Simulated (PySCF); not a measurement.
From results back to the method.

Compound: CH8OSSi2.
SMILES: `CS[SiH2]O[SiH3]`

The closed-shell ground state was solved 7 times with PySCF (density fitting, gas phase), always in the pcSseg-1 basis (146 functions), with these functionals: B3LYP, BHandHLYP, BLYP, CAM-B3LYP, HF, LC-wPBE and PBE0. Isolated species at its PBE0-D3(BJ)/def2-SVP geometry (one conformer only).

```tsv
row	total energy (Eh)	HOMO (eV)	LUMO (eV)	dipole (D)
P	-1095.3190	-5.82	-0.66	1.17
Q	-1095.3439	-8.52	1.10	1.18
R	-1095.2956	-8.29	0.99	1.20
S	-1092.8154	-10.02	3.33	1.27
T	-1094.8445	-7.23	0.04	1.24
U	-1095.4366	-6.96	-0.14	1.18
V	-1095.0064	-9.94	2.27	1.25
```

Problem. Which functional belongs to which row?

Solution. P = BLYP, Q = CAM-B3LYP, R = BHandHLYP, S = HF, T = PBE0, U = B3LYP, V = LC-wPBE. By rising HOMO–LUMO gap: BLYP (GGA) 5.16 eV; B3LYP (global hybrid, 20 % exact exchange) 6.82 eV; PBE0 (global hybrid, 25 % exact exchange) 7.27 eV; BHandHLYP (global hybrid, 50 % exact exchange) 9.28 eV; CAM-B3LYP (range-separated hybrid) 9.62 eV; LC-wPBE (range-separated hybrid) 12.21 eV; HF (all exact exchange) 13.35 eV. Total energies of different functionals aren't bounds to one another; each is stationary for its own functional.

Shape of the structure used: `[CH3:1][S:2][SiH2:3][O:4][SiH3:5]`: C1–S2–Si3–O4 69°, S2–Si3–O4–Si5 32°.
